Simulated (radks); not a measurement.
All-electron atom: In3+ in [Kr] 4d8 5s2 (not the ground configuration).

Calculated with a radial shooting solver on a logarithmic mesh with Libxc functionals: scalar-relativistic Kohn-Sham, PBE, spin-unpolarised, spherical densities, finite nucleus; Fermi nuclear charge, rms radius 4.6156 fm.

Energy parts (eV):
| part | energy |
|---|---|
| total | -159955.330 |
| kinetic | 166722.733 |
| electron-nucleus | -384848.678 |
| Hartree | 62469.411 |
| exchange-correlation | -4298.796 |

Orbitals (lengths in bohr, moments of r in powers of bohr; r(90%) holds 90 % of the orbital's charge):
orbital  occ.  eigenvalue (eV)   <1/r>      <r>  r(90%)     <r^2>
1s          2        -27796.44   51.85  0.02971  0.0534  0.001195
2s          2        -4199.616   11.82   0.1285   0.199   0.01947
2p          6        -3773.990   11.38   0.1122   0.183   0.01536
3s          2        -832.1250   4.183   0.3485   0.513    0.1389
3p          6        -692.7321   3.983   0.3470   0.522    0.1398
3d         10        -476.4043   3.755   0.3242   0.511    0.1249
4s          2        -161.3262   1.648   0.8401    1.21    0.7978
4p          6        -119.2458   1.500   0.9067    1.33    0.9376
4d          8         -57.8170   1.210    1.096    1.68     1.409
5s          2         -37.1765  0.6150    2.112    3.03     4.997

The highest occupied level is 5s at -37.177 eV. The electron density at the nucleus is 1.796e+05 e/bohr^3 (large components only).
